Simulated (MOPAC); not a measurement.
Input file for MOPAC: PM3 on CH6S (a complex).

```
PM3 1SCF PRECISE CHARGE=0 THREADS=1
CH6S

C     -0.00797226 1    -0.05672570 1     0.16889335 1
H     -0.85349760 1     0.21771153 1     0.79809041 1
H     -0.21597898 1     0.22549257 1    -0.86207773 1
H      0.88816304 1     0.45909676 1     0.51155769 1
H      0.15033183 1    -1.13339962 1     0.22228686 1
S      0.43474475 1    -0.08633746 1     4.10483596 1
H      0.37199859 1     1.02183277 1     3.35021763 1
H      0.45378084 1    -0.88452707 1     3.02617026 1
```

The log:

```
*******************************************************************************
 **                                                                           **
 **                              MOPAC v23.2.5                                **
 **                                                                           **
 *******************************************************************************
 ** MOPAC's Digital Object Identifier: https://doi.org/10.5281/zenodo.6511958 **
 **                                                                           **
 ** Please cite the open-source release paper for use of this MOPAC version:  **
 ** J. E. Moussa and J. J. P. Stewart (2026)                                  **
 ** MOPAC: An open-source semiempirical molecular orbital program             **
 ** J. Open Source Softw., 11(119), 8025, https://doi.org/10.21105/joss.08025 **
 *******************************************************************************

                              PM3 CALCULATION RESULTS

 *******************************************************************************
 *  PM3        - The PM3 Hamiltonian to be used
 *
 *
 *
 *                 CHARGE ON SYSTEM = 0
 *
 *
 *
 *  PRECISE    - TIGHTER CRITERIA TO BE USED
 *  1SCF       - DO 1 SCF AND THEN STOP
 *  THREADS=1  - MULTI-THREADING NOT USED
 *  T=         - A TIME OF 172800.0 SECONDS REQUESTED
 *  DUMP=N     - RESTART FILE WRITTEN EVERY 7200.0 SECONDS REQUESTED
 *******************************************************************************
PM3 1SCF PRECISE CHARGE=0 THREADS=1
 CH6S

   ATOM   CHEMICAL          X               Y               Z
  NUMBER   SYMBOL      (ANGSTROMS)     (ANGSTROMS)     (ANGSTROMS)

     1       C         -0.00797226  *  -0.05672570  *   0.16889335  *
     2       H         -0.85349760  *   0.21771153  *   0.79809041  *
     3       H         -0.21597898  *   0.22549257  *  -0.86207773  *
     4       H          0.88816304  *   0.45909676  *   0.51155769  *
     5       H          0.15033183  *  -1.13339962  *   0.22228686  *
     6       S          0.43474475  *  -0.08633746  *   4.10483596  *
     7       H          0.37199859  *   1.02183277  *   3.35021763  *
     8       H          0.45378084  *  -0.88452707  *   3.02617026  *



          CARTESIAN COORDINATES

    NO.       ATOM           X           Y           Z

     1         C         -0.0080     -0.0567      0.1689
     2         H         -0.8535      0.2177      0.7981
     3         H         -0.2160      0.2255     -0.8621
     4         H          0.8882      0.4591      0.5116
     5         H          0.1503     -1.1334      0.2223
     6         S          0.4347     -0.0863      4.1048
     7         H          0.3720      1.0218      3.3502
     8         H          0.4538     -0.8845      3.0262

  H: (PM3): J. J. P. STEWART, J. COMP. CHEM. 10, 209 (1989).
  C: (PM3): J. J. P. STEWART, J. COMP. CHEM. 10, 209 (1989).
  S: (PM3): J. J. P. STEWART, J. COMP. CHEM. 10, 209 (1989).

           Empirical Formula: C H6 S  =     8 atoms



      MOLECULAR POINT GROUP   :   Cs


      RHF CALCULATION, NO. OF DOUBLY OCCUPIED LEVELS = 8


 -------------------------------------------------------------------------------
 PM3 1SCF PRECISE CHARGE=0 THREADS=1
 CH6S



     1SCF WAS SPECIFIED, SO BFGS WAS NOT USED
     SCF FIELD WAS ACHIEVED


                              PM3 CALCULATION
                                                       MOPAC v23.2.5 Linux




          FINAL HEAT OF FORMATION =        -13.44261 KCAL/MOL =     -56.24389 KJ/MOL


          COSMO AREA              =        106.88 SQUARE ANGSTROMS
          COSMO VOLUME            =         87.52 CUBIC ANGSTROMS

          IONIZATION POTENTIAL    =          9.641736 EV
          HOMO LUMO ENERGIES (EV) =         -9.642  0.503
          NO. OF FILLED LEVELS    =          8
          MOLECULAR WEIGHT        =         50.1184         POINT GROUP:  Cs

          MOLECULAR DIMENSIONS (Angstroms)

            Atom       Atom       Distance
            S     6    H     3     5.01905
            H     7    H     5     2.35295
            H     4    H     2     1.77739


          SCF CALCULATIONS        =          1





   ATOM   CHEMICAL          X               Y               Z
  NUMBER   SYMBOL      (ANGSTROMS)     (ANGSTROMS)     (ANGSTROMS)

     1       C         -0.00797226  *  -0.05672570  *   0.16889335  *
     2       H         -0.85349760  *   0.21771153  *   0.79809041  *
     3       H         -0.21597898  *   0.22549257  *  -0.86207773  *
     4       H          0.88816304  *   0.45909676  *   0.51155769  *
     5       H          0.15033183  *  -1.13339962  *   0.22228686  *
     6       S          0.43474475  *  -0.08633746  *   4.10483596  *
     7       H          0.37199859  *   1.02183277  *   3.35021763  *
     8       H          0.45378084  *  -0.88452707  *   3.02617026  *

                             CARTESIAN COORDINATES

   1    C       -0.007972260    -0.056725700     0.168893350
   2    H       -0.853497600     0.217711530     0.798090410
   3    H       -0.215978980     0.225492570    -0.862077730
   4    H        0.888163040     0.459096760     0.511557690
   5    H        0.150331830    -1.133399620     0.222286860
   6    S        0.434744750    -0.086337460     4.104835960
   7    H        0.371998590     1.021832770     3.350217630
   8    H        0.453780840    -0.884527070     3.026170260


           Empirical Formula: C H6 S  =     8 atoms



      MOLECULAR POINT GROUP   :   Cs


                  EIGENVALUES
 -30.39976 -27.07370 -15.31754 -14.04350 -14.02782 -13.94565 -12.29049  -9.64174
   0.50273   1.19025   3.86932   4.20549   4.22277   4.26115


              NET ATOMIC CHARGES AND DIPOLE CONTRIBUTIONS

  ATOM NO.   TYPE          CHARGE      No. of ELECS.   s-Pop       p-Pop
    1          C          -0.119419        4.1194     1.11421     3.00521
    2          H           0.027820        0.9722     0.97218
    3          H           0.035051        0.9649     0.96495
    4          H           0.026236        0.9738     0.97376
    5          H           0.030576        0.9694     0.96942
    6          S          -0.008127        6.0081     1.88746     4.12067
    7          H           0.003022        0.9970     0.99698
    8          H           0.004841        0.9952     0.99516
 DIPOLE           X         Y         Z       TOTAL
 POINT-CHG.    -0.013    -0.011    -0.079     0.081
 HYBRID        -0.041     0.304    -1.792     1.818
 SUM           -0.054     0.293    -1.871     1.895


          ATOMIC ORBITAL ELECTRON POPULATIONS

     Atom    s        px        py        pz
    1  C   1.11421   0.99533   1.00132   1.00856
    2  H   0.97218
    3  H   0.96495
    4  H   0.97376
    5  H   0.96942
    6  S   1.88746   1.99767   1.02363   1.09937
    7  H   0.99698
    8  H   0.99516

 **********************
 *                    *
 * JOB ENDED NORMALLY *
 *                    *
 **********************




 == MOPAC DONE ==
```

The run finished.

Cost: about 0.020 core-seconds (a rough figure).
